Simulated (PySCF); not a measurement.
## Au⁺: excitation energy

Au⁺ [Xe] 4f14 5d10 (1S) → Au⁺ [Xe] 4f14 5d9 6p1 (high-spin determinant), as a difference of total energies. Calculation: PySCF 2.14, in ANO-RCC-VTZP; scalar relativity by spin-free X2C-1e. Correlated levels: valence: [Xe] 4f14 frozen; valence and next inner shell: [Kr] 4d10 4f14 frozen. The calculations carry no spin-orbit coupling.

```csv
method,excitation energy (eV)
UHF,8.247
LDA,9.153
PBE,8.885
PBE0,8.922
r2SCAN,8.771
PBEsol,8.970
BLYP,8.847
M06-2X,9.177
MP2 (valence),9.356
SCS-MP2 (valence),9.356
MP2 (valence and next inner shell),9.309
SCS-MP2 (valence and next inner shell),9.257
```

Question: How much does correlation contribute at MP2 (valence and next inner shell)?

Answer: 9.309 − (8.247) = 1.062 eV, measured against UHF.

A first-order spin-orbit estimate (lowest level to lowest level, LS coupling) adds -0.340 eV.

The basis was made for the ground configuration and has no added diffuse functions, so the excitation energy can come out too high.

The determinant of the upper state mixes LS terms, which raises its energy above the lowest term, most at the Hartree-Fock and MP2 levels.
